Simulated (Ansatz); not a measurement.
Mulliken charges of CH₃FZn, SMILES `F[CH2][ZnH]` from B3LYP/def2-TZVPP in Ansatz (PBE0-D4/def2-TZVP geometry).

```csv
atom,x (Å),y (Å),z (Å),charge (e)
F1,-0.316,-0.218,-1.677,-0.272
C2,0.028,-0.606,-0.373,-0.056
Zn3,0.014,0.981,0.797,0.270
H4,1.010,-1.088,-0.424,0.095
H5,-0.691,-1.371,-0.060,0.095
H6,-0.003,2.237,1.691,-0.132
```

Q: By hand: the dipole of these point charges (1 e Å = 4.8032 D).

A: Σ q r = (0.119, -0.171, 0.423) e Å, of length 0.472 e Å = 2.27 D.

Q: How does the dipole of the full density compare? (Best estimate.)

A: The calculation gave: (0.089, -0.134, 0.310) e Å, 1.68 D; the point charges give 1.35 times that, at 1° from its direction.

Point charges leave out the atoms' own dipoles, such as those of lone pairs, and Mulliken's split depends on the basis, so the two needn't agree.

B3LYP here is the variant with VWN-RPA as its local correlation; programs differ in this.
